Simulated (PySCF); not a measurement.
Potential energy curve for H₂ (cation, charge +1), doublet.

- UKS-r2SCAN = unrestricted r2SCAN/cc-pVTZ run with PySCF
- UCCSD = CCSD on UHF/cc-pVTZ (PySCF)
- UCCSD(T) = CCSD(T) on UHF/cc-pVTZ (PySCF)

Energies are in eV, each relative to the lowest point of its own curve near equilibrium.

```json
[
 {"R / Å": "0.82", "UKS-r2SCAN": "0.525", "UCCSD": "0.429", "UCCSD(T)": "0.429"},
 {"R / Å": "0.88", "UKS-r2SCAN": "0.290", "UCCSD": "0.214", "UCCSD(T)": "0.214"},
 {"R / Å": "0.94", "UKS-r2SCAN": "0.138", "UCCSD": "0.084", "UCCSD(T)": "0.084"},
 {"R / Å": "0.99", "UKS-r2SCAN": "0.061", "UCCSD": "0.025", "UCCSD(T)": "0.025"},
 {"R / Å": "1.04", "UKS-r2SCAN": "0.017", "UCCSD": "0.001", "UCCSD(T)": "0.001"},
 {"R / Å": "1.06", "UKS-r2SCAN": "0.008", "UCCSD": "0.000", "UCCSD(T)": "0.000"},
 {"R / Å": "1.10", "UKS-r2SCAN": "0.000", "UCCSD": "0.009", "UCCSD(T)": "0.009"},
 {"R / Å": "1.13", "UKS-r2SCAN": "0.003", "UCCSD": "0.024", "UCCSD(T)": "0.024"},
 {"R / Å": "1.15", "UKS-r2SCAN": "0.008", "UCCSD": "0.038", "UCCSD(T)": "0.038"},
 {"R / Å": "1.22", "UKS-r2SCAN": "0.044", "UCCSD": "0.105", "UCCSD(T)": "0.105"},
 {"R / Å": "1.26", "UKS-r2SCAN": "0.074", "UCCSD": "0.154", "UCCSD(T)": "0.154"},
 {"R / Å": "1.37", "UKS-r2SCAN": "0.183", "UCCSD": "0.316", "UCCSD(T)": "0.316"},
 {"R / Å": "1.48", "UKS-r2SCAN": "0.312", "UCCSD": "0.502", "UCCSD(T)": "0.502"},
 {"R / Å": "1.65", "UKS-r2SCAN": "0.522", "UCCSD": "0.806", "UCCSD(T)": "0.806"},
 {"R / Å": "1.80", "UKS-r2SCAN": "0.698", "UCCSD": "1.071", "UCCSD(T)": "1.071"},
 {"R / Å": "1.99", "UKS-r2SCAN": "0.894", "UCCSD": "1.386", "UCCSD(T)": "1.386"},
 {"R / Å": "2.18", "UKS-r2SCAN": "1.051", "UCCSD": "1.667", "UCCSD(T)": "1.667"},
 {"R / Å": "2.42", "UKS-r2SCAN": "1.192", "UCCSD": "1.964", "UCCSD(T)": "1.964"},
 {"R / Å": "2.67", "UKS-r2SCAN": "1.278", "UCCSD": "2.202", "UCCSD(T)": "2.202"},
 {"R / Å": "2.96", "UKS-r2SCAN": "1.317", "UCCSD": "2.401", "UCCSD(T)": "2.401"},
 {"R / Å": "3.29", "UKS-r2SCAN": "1.311", "UCCSD": "2.550", "UCCSD(T)": "2.550"},
 {"R / Å": "3.87", "UKS-r2SCAN": "1.242", "UCCSD": "2.690", "UCCSD(T)": "2.690"},
 {"R / Å": "4.44", "UKS-r2SCAN": "—", "UCCSD": "2.748", "UCCSD(T)": "2.748"}
]
```

A dash means that the run gave no value there, or that the column was ended at a point which the program doubted or which failed a test of continuity chosen for this set; such a test can also cut sound points.

At the longest distance UKS-r2SCAN leaves fractional charges on the fragments, a sign of delocalisation error or of the restricted form.
